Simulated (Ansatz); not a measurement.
`[OH][Sn]([F])([F])[F]` and `N#[C][Sn]([F])([F])[F]` differ in one atom or group.

Ansatz, PBE0-D4/def2-TZVP geometries, multiplicity 1. Each molecule was computed in one conformer, which needn't be the lowest.

Elements past krypton have def2 core potentials.

| property | `[OH][Sn]([F])([F])[F]` |
| --- | --- |
| HOMO energy (B3LYP/def2-TZVPP) / eV | -10.19 |
| LUMO energy (B3LYP/def2-TZVPP) / eV | -3.42 |
| ideal-gas entropy at 298 K and 1 bar (rigid rotor, harmonic PBE0-D4/def2-TZVP) / J/(mol·K) | 363 |
| HOMO–LUMO gap (B3LYP/def2-TZVPP) / eV | 6.78 |
| zero-point energy (PBE0-D4/def2-TZVP) / kJ/mol | 50.0 |
| LUMO energy (ωB97M-V/def2-TZVPP) / eV | -0.89 |

**Question.** What does the change do to each property? (Best estimate.)

**Answer.** Computed: 
| property | `N#[C][Sn]([F])([F])[F]` | shift |
| --- | --- | --- |
| HOMO energy (B3LYP/def2-TZVPP) / eV | -11.04 | -0.85 |
| LUMO energy (B3LYP/def2-TZVPP) / eV | -3.48 | -0.06 |
| ideal-gas entropy at 298 K and 1 bar (rigid rotor, harmonic PBE0-D4/def2-TZVP) / J/(mol·K) | 364 | 1 |
| HOMO–LUMO gap (B3LYP/def2-TZVPP) / eV | 7.56 | 0.78 |
| zero-point energy (PBE0-D4/def2-TZVP) / kJ/mol | 36.5 | -13.5 |
| LUMO energy (ωB97M-V/def2-TZVPP) / eV | -0.90 | -0.01 |

With PBE0 the HOMO falls by 0.84 eV and the LUMO falls by 0.06 eV, so the gap widens by about 0.78 eV. PBE moves the HOMO by -0.99 eV and ωB97M-V by -0.70 eV.

B3LYP here is the variant with VWN-RPA as its local correlation; programs differ in this.
